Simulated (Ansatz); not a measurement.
The lowest singlet and triplet of S2 (SMILES S=S); geometries from B3LYP-D3(BJ)/def2-TZVP, each state relaxed from the structure named, with no frequency check, low spin by broken symmetry.
Singlet at the triplet's geometry (charge 0, multiplicity 1):
```xyz
2

S      0.0000     0.0000    -0.9518
S      0.0000     0.0000     0.9518
```

A positive gap puts the triplet lower; no zero-point energy. R- takes a restricted singlet, here one determinant of a half-filled degenerate or near-degenerate pair, which mixes singlet states. U- takes an unrestricted singlet (broken symmetry where lower, unprojected). The triplet is unrestricted in single-reference levels.

Correlated levels freeze the cores.

Run with Ansatz (a first-principles code). Each number belongs to the level named beside it.

**Question.** One of these levels gives 63.1 kJ/mol for the gap E(singlet) − E(triplet), vertical, at the triplet's geometry. Which one is it?
A. R-CCSDT(Q)/cc-pV(D+d)Z
B. U-B2PLYP/def2-TZVPP (spin-contaminated)
C. R-B3LYP/def2-TZVPP

**Answer.** A, R-CCSDT(Q)/cc-pV(D+d)Z. The others give 95.0 (R-B3LYP/def2-TZVPP), 23.8 (U-B2PLYP/def2-TZVPP (spin-contaminated))

Doubts at one or more of the structures used: a restricted determinant that unrestricted orbitals would lower (R-B3LYP/def2-TZVPP, R-CCSDT(Q)/cc-pV(D+d)Z); other coupled-cluster roots lie near (R-CCSDT(Q)/cc-pV(D+d)Z).
